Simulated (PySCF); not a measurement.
# Electron correlation in Sc (scandium, neutral)

[Ar] 3d2 4s1, high-spin 4F determinant (an excited configuration). Computed with PySCF 2.14 in ANO-RCC-VTZP (6s5p3d2f1g, 59 functions), with scalar relativity by spin-free X2C-1e. Frozen: [Ar]; 3 electrons correlated.

```json
{"level": "CCSD", "correlation energy (mhartree)": "-16.98"}
{"level": "(T)", "correlation energy (mhartree)": "-0.15"}
{"level": "CCSD(T)", "correlation energy (mhartree)": "-17.13"}
```

Diagnostics: T1 = 0.011, D1 = 0.0170, largest double amplitude 0.076.

Cost of the coupled-cluster step: of the order of 1.1 core-seconds, for 3 correlated electrons.
